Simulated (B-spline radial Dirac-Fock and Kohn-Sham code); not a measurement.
**Atomic SCF run for Br⁷⁺**

ΔSCF core binding energies without Breit or QED terms, calculated with a radial B-spline solver. Keys: rel is the Hamiltonian (dirac, or spin-free x2c and nr, where L3 and M5 stand for the whole 2p and 3d shells), method is hf or an exchange,correlation pair (spin-unpolarised, also for the hole states), nuc the nuclear model, radius_factor scales its radius, rmax is the box in bohr, h the logarithmic mesh step, order the B-spline order, points the quadrature points per cell, c_factor scales the speed of light, and damp, ndamp, maxit and tol steer the iteration. The run stops when the commutator error falls below 10·tol·max(1, Z/10), or the numerical noise floor, and the energy has settled to about 1e-8 Ha; the virial ratio is −V/T.

Input (task.json):

```json
{"items": [{"Z": 35, "q": 7, "cfg": [[1, 0, 2], [2, 0, 2], [2, 1, 6], [3, 0, 2], [3, 1, 6], [3, 2, 10]], "A": 79, "rrms": 4.1629, "do": "settings", "holes": ["K", "L3", "M5"],
  "settings": [{"rel": "dirac", "method": "hf", "nuc": "fermi", "radius_factor": 1.0, "rmax": 45.0, "h": 0.3, "order": 8, "points": 10, "c_factor": 1.0, "maxit": 63, "damp": 0.97, "ndamp": 100, "tol": 1e-08}]}]}
```

Command: `python xray2_run.py task.json out`

Ground-state iterations:

```
iter   energy (Ha)        error
   1    -2568.07042825  1.55e+00
   2    -2585.20362234  1.07e+00
   3    -2585.73736496  1.03e+00
   4    -2586.23067593  9.79e-01
   5    -2586.68639949  9.35e-01
   6    -2587.10720076  8.94e-01
   7    -2587.49557520  8.55e-01
   8    -2587.85385763  8.17e-01
   9    -2588.18423097  7.81e-01
  10    -2588.48873462  7.47e-01
  11    -2588.76927249  7.13e-01
  12    -2589.02762076  6.82e-01
  13    -2589.26543528  6.51e-01
  14    -2589.48425857  6.22e-01
  15    -2589.68552665  5.94e-01
  23    -2590.80567223  4.11e-01
  31    -2591.36578101  2.83e-01
  39    -2591.64083686  1.95e-01
  47    -2591.77406555  1.33e-01
  55    -2591.83795667  9.14e-02
  63    -2591.86838668  6.25e-02
```

The ground state had not converged after 63 iterations, with total energy -2591.86839 Ha, virial ratio 1.97208 and highest orbital energy -191.34 eV. ΔSCF binding energies: K (1s) 13633.4 eV, L3 (2p3/2) 1679.4 eV, M5 (3d5/2) 190.9 eV (not all states converged, so these are not final).

Problem. One setting is unsound. Which, and why?

Solution. damp is so close to 1 that the orbitals hardly move in each step. With the default settings (Dirac Hartree-Fock): The ground state converged in 10 iterations, with total energy -2591.89578 Ha, virial ratio 1.97478 and highest orbital energy -194.56 eV. ΔSCF binding energies: K (1s) 13632.8 eV, L3 (2p3/2) 1678.9 eV, M5 (3d5/2) 190.7 eV.
